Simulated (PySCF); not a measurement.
**Bonding in `N#C[C@H]([SiH3])[SiH2]/C=C\CF`**

Species: C5H10FNSi2.
SMILES with atom numbers: `[N:1]#[C:2][C@H:3]([SiH3:4])[SiH2:5]/[CH:6]=[CH:7]\[CH2:8][F:9]` (hydrogens: H10 on C3; H11, H12, H13 on Si4; H14, H15 on Si5; H16 on C6; H17 on C7; H18, H19 on C8)

Cartesian coordinates in Å at the GFN2-xTB level; atoms count from 1:
```
atom  x, y, z in Å
N1    -1.1913   -2.9115    0.3895
C2    -1.1151   -1.7792    0.5570
C3    -1.0391   -0.3730    0.7344
Si4   -2.6818    0.2684    1.4749
Si5   -0.5739    0.4355   -0.9454
C6     1.0048   -0.3642   -1.6010
C7     2.2503   -0.1981   -1.1806
C8     2.7033    0.6888   -0.0677
F9     1.6585    1.2706    0.6088
H10   -0.2398   -0.1666    1.4493
H11   -3.7728   -0.0016    0.5407
H12   -2.9231   -0.4143    2.7470
H13   -2.5283    1.7066    1.6883
H14   -0.4772    1.8827   -0.7709
H15   -1.6284    0.1158   -1.9169
H16    0.8611   -1.0541   -2.4221
H17    3.0797   -0.7222   -1.6423
H18    3.2781    0.1175    0.6721
H19    3.3252    1.5082   -0.4509
```

Bond orders from the PBE0/pcSseg-1 density (PySCF). Isolated species at its GFN2-xTB geometry (one conformer only).

Question: How far do the computed orders between heavy atoms stray from the drawn ones?

Answer: The largest departure is 0.221, at C3–Si5 (drawn single, 0.779). Drawn single, order below 0.88: C3–Si4 (0.837), C3–Si5 (0.779) and C8–F9 (0.868).

Question: Give the Mayer order of every bond, beside its length.

Answer: 
```json
{"bond": "N1–C2", "drawn as": "triple", "length (Å)": "1.147", "Mayer order": "3.027"}
{"bond": "C2–C3", "drawn as": "single", "length (Å)": "1.419", "Mayer order": "1.035"}
{"bond": "C3–Si4", "drawn as": "single", "length (Å)": "1.913", "Mayer order": "0.837"}
{"bond": "C3–Si5", "drawn as": "single", "length (Å)": "1.921", "Mayer order": "0.779"}
{"bond": "Si5–C6", "drawn as": "single", "length (Å)": "1.887", "Mayer order": "0.890"}
{"bond": "C6–C7", "drawn as": "double", "length (Å)": "1.325", "Mayer order": "1.950"}
{"bond": "C7–C8", "drawn as": "single", "length (Å)": "1.493", "Mayer order": "1.043"}
{"bond": "C8–F9", "drawn as": "single", "length (Å)": "1.374", "Mayer order": "0.868"}
{"bond": "C3–H10", "drawn as": "single", "length (Å)": "1.092", "Mayer order": "0.897"}
{"bond": "Si4–H11", "drawn as": "single", "length (Å)": "1.461", "Mayer order": "0.952"}
{"bond": "Si4–H12", "drawn as": "single", "length (Å)": "1.464", "Mayer order": "0.952"}
{"bond": "Si4–H13", "drawn as": "single", "length (Å)": "1.462", "Mayer order": "0.942"}
{"bond": "Si5–H14", "drawn as": "single", "length (Å)": "1.461", "Mayer order": "0.956"}
{"bond": "Si5–H15", "drawn as": "single", "length (Å)": "1.469", "Mayer order": "0.952"}
{"bond": "C6–H16", "drawn as": "single", "length (Å)": "1.082", "Mayer order": "0.934"}
{"bond": "C7–H17", "drawn as": "single", "length (Å)": "1.084", "Mayer order": "0.938"}
{"bond": "C8–H18", "drawn as": "single", "length (Å)": "1.097", "Mayer order": "0.938"}
{"bond": "C8–H19", "drawn as": "single", "length (Å)": "1.098", "Mayer order": "0.937"}
```

By pair of heavy elements: C–C: lowest C2–C3 (1.035, 1.419 Å), highest C6–C7 (1.950, 1.325 Å). C–Si: lowest C3–Si5 (0.779, 1.921 Å), highest Si5–C6 (0.890, 1.887 Å).

Question: Sum the orders of all bonds at each heavy atom with more than one neighbour and set the sums beside the valence in the SMILES.

Answer: C2 4.062 (drawn 4), C3 3.548 (drawn 4), Si4 3.683 (drawn 4), Si5 3.577 (drawn 4), C6 3.774 (drawn 4), C7 3.931 (drawn 4), C8 3.786 (drawn 4). Orders between atoms that aren't bonded are not in these sums.

The Mayer order sums products of elements of PS (density times overlap matrix) between the two atoms' basis functions, so it depends on the basis set.
